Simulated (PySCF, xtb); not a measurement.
C₃H₃N₂, SMILES [c]1cnc[nH]1, multiplicity 2.

Harmonic wavenumbers (cm⁻¹) from GFN2-xTB (xtb) at its own minimum, in rising order: 530, 609, 647, 766, 798, 828, 863, 1046, 1091, 1135, 1209, 1300, 1346, 1424, 1500, 3172, 3209, 3474.

### Question
What does PBE-D3(BJ)/def2-SVP (PySCF 2.14.0) give at its own minimum? (The exact figures need the calculation; the answer reports its results.)

### Answer
500, 584, 669, 746, 789, 822, 892, 1052, 1093, 1166, 1206, 1299, 1393, 1416, 1486, 3177, 3206, 3556. Paired by order, the mean absolute difference is 19 cm⁻¹ and the zero-point energies are 35.7 and 35.8 kcal/mol.
